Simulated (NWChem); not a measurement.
System: C$_{4}$H$_{4}$ClF; SMILES Cl[C@@H](F)CC#C

Input file for NWChem:

```
start job
memory heap 200 mb stack 900 mb global 1100 mb
geometry units angstroms noautosym nocenter noautoz
  C      0.697658    -2.470091    -0.605063
  C      0.141722    -1.656590     0.096234
  C     -0.532537    -0.689002     0.949328
  C     -0.669217     0.698687     0.345708
  F     -1.367834     0.641503    -0.807064
  Cl     0.922073     1.437846     0.035890
  H      1.193798    -3.187174    -1.232804
  H     -0.003912    -0.595440     1.911738
  H     -1.553407    -1.042947     1.176278
  H     -1.191001     1.374283     1.041028
end
basis spherical
  * library 6-31g*
end
dft
  xc hfexch
  iterations 150
  mulliken
end
task dft energy
esp
  recalculate
  probe 0.07
  range 0.3
  factor 1.0
  spacing 0.02
end
task esp
```

Output (shortened):

```
             Northwest Computational Chemistry Package (NWChem) 7.3.0
             --------------------------------------------------------

                             Geometry "geometry" -> ""
                             -------------------------

 Output coordinates in angstroms (scale by  1.889725989 to convert to a.u.)

  No.       Tag          Charge          X              Y              Z
 ---- ---------------- ---------- -------------- -------------- --------------
    1 C                    6.0000     0.69765800    -2.47009100    -0.60506300
    2 C                    6.0000     0.14172200    -1.65659000     0.09623400
    3 C                    6.0000    -0.53253700    -0.68900200     0.94932800
    4 C                    6.0000    -0.66921700     0.69868700     0.34570800
    5 F                    9.0000    -1.36783400     0.64150300    -0.80706400
    6 Cl                  17.0000     0.92207300     1.43784600     0.03589000
    7 H                    1.0000     1.19379800    -3.18717400    -1.23280400
    8 H                    1.0000    -0.00391200    -0.59544000     1.91173800
    9 H                    1.0000    -1.55340700    -1.04294700     1.17627800
   10 H                    1.0000    -1.19100100     1.37428300     1.04102800

 Effective nuclear repulsion energy (a.u.)     268.9654684746

  xc_inp: hfexch multiplicative factor not found.

                                 NWChem DFT Module
                                 -----------------

 Summary of "ao basis" -> "ao basis" (spherical)
 ------------------------------------------------------------------------------
       Tag                 Description            Shells   Functions and Types
 ---------------- ------------------------------  ------  ---------------------
 C                           6-31g*                  6       14   3s2p1d
 F                           6-31g*                  6       14   3s2p1d
 Cl                          6-31g*                  8       18   4s3p1d
 H                           6-31g*                  2        2   2s

            General Information
            -------------------
          SCF calculation type: DFT
          Wavefunction type:  closed shell.
          No. of atoms     :    10
          No. of electrons :    54
           Alpha electrons :    27
            Beta electrons :    27
          Charge           :     0
          Spin multiplicity:     1
          Use of symmetry is: off; symmetry adaption is: off
          Maximum number of iterations: 150
          AO basis - number of functions:    96
                     number of shells:    46
          Convergence on energy requested:  1.00D-06
          Convergence on density requested:  1.00D-05
          Convergence on gradient requested:  5.00D-04

              XC Information
              --------------
                     Hartree-Fock (Exact) Exchange  1.000

      Superposition of Atomic Density Guess
      -------------------------------------

 Sum of atomic energies:        -711.45686149

      Non-variational initial energy
      ------------------------------

 Total energy =    -714.158959
 1-e energy   =   -1513.406809
 2-e energy   =     530.282382
 HOMO         =      -0.311050
 LUMO         =       0.069704

     ---------------------------------------------
      Total Density - Mulliken Population Analysis
     ---------------------------------------------

    Atom       Charge   Shell Charges
 -----------   ------   -------------------------------------------------------
    1 C    6     6.55   2.00  0.75  1.95  0.70  1.13  0.03
    2 C    6     5.81   2.00  0.74  1.85  0.48  0.70  0.04
    3 C    6     6.46   2.00  0.70  1.96  0.62  1.14  0.04
    4 C    6     5.40   2.00  0.65  1.43  0.56  0.68  0.07
    5 F    9     9.47   2.00  0.95  3.41  1.00  2.10  0.01
    6 Cl  17    17.26   2.00  2.00  5.98  1.39  3.68  0.54  1.66  0.02
    7 H    1     0.71   0.42  0.29
    8 H    1     0.75   0.45  0.30
    9 H    1     0.75   0.45  0.30
   10 H    1     0.83   0.49  0.34

   convergence    iter        energy       DeltaE   RMS-Dens  Diis-err
 ---------------- ----- ----------------- --------- --------- ---------
 d= 0,ls=0.0,diis     1   -712.5196090869 -9.81D+02  1.09D-02  8.13D-01
 d= 0,ls=0.0,diis     2   -712.6070841187 -8.75D-02  3.99D-03  2.83D-01
 d= 0,ls=0.0,diis     3   -712.6373782186 -3.03D-02  1.55D-03  9.21D-03
 d= 0,ls=0.0,diis     4   -712.6389631927 -1.58D-03  3.61D-04  1.60D-03
 d= 0,ls=0.0,diis     5   -712.6391773025 -2.14D-04  1.35D-04  7.49D-05
  Resetting Diis
 d= 0,ls=0.0,diis     6   -712.6391931455 -1.58D-05  4.96D-05  9.67D-06
 d= 0,ls=0.0,diis     7   -712.6391952998 -2.15D-06  1.41D-05  9.04D-07
 d= 0,ls=0.0,diis     8   -712.6391955403 -2.41D-07  5.73D-06  2.64D-07

         Total DFT energy =     -712.639195540318
      One electron energy =    -1516.037093945373
           Coulomb energy =      594.216796403904
    Exchange-Corr. energy =      -59.784366473492
 Nuclear repulsion energy =      268.965468474644

 Numeric. integr. density =        0.000000000000

                       DFT Final Molecular Orbital Analysis
                       ------------------------------------

 Vector   25  Occ=2.000000D+00  E=-4.495000D-01
              MO Center=  6.8D-01,  1.3D+00,  1.2D-01, r^2= 1.9D+00
   Bfn.  Coefficient  Atom+Function         Bfn.  Coefficient  Atom+Function
  ----- ------------  ---------------      ----- ------------  ---------------
    78      0.618563   6 Cl py               82      0.357625   6 Cl py
    77     -0.267606   6 Cl px               74     -0.237903   6 Cl py
    81     -0.152002   6 Cl px               34      0.150356   3 C  s
    46     -0.135431   4 C  py               79      0.128585   6 Cl pz
    96     -0.126872  10 H  s                32      0.123906   3 C  py

 Vector   26  Occ=2.000000D+00  E=-3.912482D-01
              MO Center=  3.6D-01, -1.9D+00, -1.8D-01, r^2= 1.9D+00
   Bfn.  Coefficient  Atom+Function         Bfn.  Coefficient  Atom+Function
  ----- ------------  ---------------      ----- ------------  ---------------
     5      0.290032   1 C  pz               19      0.289369   2 C  pz
     4     -0.256715   1 C  py               18     -0.251570   2 C  py
    22     -0.198001   2 C  py                9      0.194787   1 C  pz
    23      0.188030   2 C  pz                8     -0.184466   1 C  py
    46     -0.122655   4 C  py               48      0.091011   4 C  s

 Vector   27  Occ=2.000000D+00  E=-3.883547D-01
              MO Center=  3.6D-01, -2.0D+00, -1.7D-01, r^2= 1.8D+00
   Bfn.  Coefficient  Atom+Function         Bfn.  Coefficient  Atom+Function
  ----- ------------  ---------------      ----- ------------  ---------------
     3      0.350252   1 C  px               17      0.336263   2 C  px
     7      0.243591   1 C  px               21      0.241652   2 C  px
     4      0.131155   1 C  py                5      0.127977   1 C  pz
    18      0.123972   2 C  py               19      0.118151   2 C  pz
    31     -0.096504   3 C  px               94      0.096797   9 H  s

 Vector   28  Occ=0.000000D+00  E= 1.774317D-01
              MO Center=  1.2D-02, -8.0D-02,  3.9D-01, r^2= 5.6D+00
   Bfn.  Coefficient  Atom+Function         Bfn.  Coefficient  Atom+Function
  ----- ------------  ---------------      ----- ------------  ---------------
    48      1.424142   4 C  s                96     -0.771452  10 H  s
    34      0.612374   3 C  s                81      0.603071   6 Cl px
    80     -0.573075   6 Cl s                22     -0.526631   2 C  py
    36     -0.482532   3 C  py               92     -0.472355   8 H  s
    49      0.399543   4 C  px                9     -0.390819   1 C  pz

[...]

                     NWChem Electrostatic Potential Fit Module
                     -----------------------------------------

 Atom parameters

 Number of atoms is                                   10
 Number of basis functions is                         96

 Grid parameters

 Maximum number of grid points is                  40788
 Number of grid points is                          40787
 Grid range                                     0.300000 nm
 Grid spacing                                   0.020000 nm
 Probe radius                                   0.070000 nm
 Atom radius factor                             1.000000

 Atomic radii

    1    0.100000
    6    0.147000
    9    0.128000
   17    0.169000
 FASTESP  F
  using M.O. file = ./job.movecs

    Atom              Coordinates                           Charge

                                                  ESP

    1 C     0.069766   -0.247009   -0.060506   -0.464315
    2 C     0.014172   -0.165659    0.009623    0.015517
    3 C    -0.053254   -0.068900    0.094933    0.097090
    4 C    -0.066922    0.069869    0.034571    0.470227
    5 F    -0.136783    0.064150   -0.080706   -0.275469
    6 Cl    0.092207    0.143785    0.003589   -0.228608
    7 H     0.119380   -0.318717   -0.123280    0.325910
    8 H    -0.000391   -0.059544    0.191174    0.016518
    9 H    -0.155341   -0.104295    0.117628    0.033616
   10 H    -0.119100    0.137428    0.104103    0.009514
                                            ------------
                                                0.000000

 Dipole moment                                  0.966027

 Quadrupole moment Qxx                         -3.068947
                   Qyy                         -2.105393
                   Qzz                          5.174340

 RMS deviation kJ/mol                           0.067365

 RRMS %                                        26.397422
```

Level: Hartree-Fock/6-31G* (spherical d). The geometry was optimised at PBE0/def2-SVP.
